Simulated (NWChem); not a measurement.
Molecule: C₅H₅N; SMILES N1=CC=CC1=C

```xyz
11

C      0.0180    -2.0662     0.0000
C      0.0165    -0.7223     0.0000
C      1.1723     0.1863     0.0000
C      0.6611     1.4395     0.0000
C     -0.8009     1.2741     0.0000
N     -1.1873     0.0327     0.0000
H      0.9435    -2.6339     0.0000
H     -0.9187    -2.6140     0.0000
H      2.2113    -0.1186     0.0000
H      1.1958     2.3816     0.0000
H     -1.5228     2.0876     0.0000
```
Atoms are numbered in this order, from 1.

Results from NWChem. Pople sets run with spherical d functions. Medium grid unless said otherwise, to which SCAN and Minnesota functionals are sensitive. Coordinates come from a B3LYP/6-31G* (spherical d) optimisation. B3LYP is NWChem's, with the RPA form of VWN correlation.

Problem. Order these by “highest occupied level (eV)”, lowest first: Hartree-Fock/6-31G*; B3LYP/6-31G*; PBE/6-31G*; M05-2X/6-31G*; MPW1K/6-31G*.

Solution. Hartree-Fock/6-31G* (-9.41), M05-2X/6-31G* (-8.43), MPW1K/6-31G* (-7.95), B3LYP/6-31G* (-6.81), PBE/6-31G* (-5.90)
